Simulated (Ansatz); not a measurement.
Job for Ansatz (an electronic-structure program): U-CCSD(T)/def2-TZVPP on InP, 2S+1 = 3, a point of a bond scan (R = 4.012 Å). Elements past Kr take the def2 small-core potentials; no spin–orbit coupling. The run froze 14 orbitals, filled d shells among them.

Ansatz 0.2 input:
```yaml
crystal:
  periodic: [false, false, false]
  atoms:
    - {symbol: In, position_ang: [-0.00000000, -0.00000000, -0.62680193]}
    - {symbol: P, position_ang: [0.00000000, 0.00000000, 3.38473045]}
basis:
  gaussian:
    orbitals: def2-TZVPP
magnetization: {spin_polarized: true, initial_magnetization: 2}
correlation: {method: ccsd_t, electrons: outside_noble_gas}
scf: {omitted_lower_state_checks: [cluster_reference]}
```

Program output:

```
WARN ansatz: RAYON_NUM_THREADS=2 ignored (pool sized by the plan → 2); use --threads N
Functional definition: HF
these checks for a lower state are left out or cut short: cluster_reference
integrals: 0.13 GiB planned
735 factors; integrals over basis functions are off by at most 3.9e-4 eV
mean field: 0.25 GiB planned
mean field evaluation 1: about -14417.7961 eV, gradient 9.1e0 eV
mean field evaluation 2: about -14417.8002 eV, gradient 9.0e0 eV
mean field evaluation 4: about -14419.1540 eV, gradient 1.9e0 eV
mean field evaluation 8: about -14419.6516 eV, gradient 1.6e0 eV
mean field evaluation 16: about -14419.9171 eV, gradient 1.7e-4 eV
mean field evaluation 32: about -14419.2194 eV, gradient 4.6e0 eV
mean field evaluation 64: about -14419.8503 eV, gradient 3.6e-1 eV
mean field evaluation 96: about -14419.8855 eV, gradient 1.4e-1 eV
mean field evaluation 128: about -14419.1318 eV, gradient 5.5e-2 eV
mean field evaluation 160: about -14417.6757 eV, gradient 2.1e0 eV
mean field evaluation 192: about -14419.9171 eV, gradient 3.0e-6 eV
mean field evaluation 224: about -14419.8958 eV, gradient 4.7e-1 eV
mean field -14419.91711116 eV, -529.9221796644 hartree, gradient 7.2e-6 eV, S^2 2.859985; 15 other end points of the search recorded, 0 dependent functions left out
14 core orbitals not correlated
reference -14419.91711116 eV, -529.9221796644 hartree; 5, 3 occupied and 73, 75 virtual orbitals, 735 factors
second order -3.23709558 eV of doubles, -0.00000000 eV of singles
coupled cluster: 0.33 GiB planned
cycle   1  -3.81125612 eV  change   -5.7e-1 eV  update   7.8e-2
cycle   2  -4.04490124 eV  change   -2.3e-1 eV  update   3.5e-2
cycle   3  -4.06754887 eV  change   -2.3e-2 eV  update   2.2e-2
cycle   4  -4.08122236 eV  change   -1.4e-2 eV  update   1.7e-2
cycle   5  -4.09899719 eV  change   -1.8e-2 eV  update   1.1e-2
cycle   6  -4.10391639 eV  change   -4.9e-3 eV  update   4.0e-3
cycle   7  -4.10555385 eV  change   -1.6e-3 eV  update   2.3e-3
cycle   8  -4.10756399 eV  change   -2.0e-3 eV  update   1.7e-3
cycle   9  -4.10730717 eV  change    2.6e-4 eV  update   7.6e-4
cycle  10  -4.10770909 eV  change   -4.0e-4 eV  update   3.9e-4
cycle  11  -4.10786981 eV  change   -1.6e-4 eV  update   2.5e-4
cycle  12  -4.10778271 eV  change    8.7e-5 eV  update   1.4e-4
cycle  13  -4.10771451 eV  change    6.8e-5 eV  update   6.1e-5
cycle  14  -4.10769680 eV  change    1.8e-5 eV  update   2.0e-5
cycle  15  -4.10770716 eV  change   -1.0e-5 eV  update   8.1e-6
cycle  16  -4.10771266 eV  change   -5.5e-6 eV  update   3.8e-6
coupled cluster: 0.33 GiB planned
perturbative correction -0.17015612 eV, -0.0062531219 hartree
Total energy: -14424.19497994 eV, -530.0793884424 hartree
Checks for a lower state left out: cluster_reference
```

The run converged. Its determinant has ⟨S²⟩ = 2.86, a mixture of spin states.

Cost: very roughly 27 core-seconds.
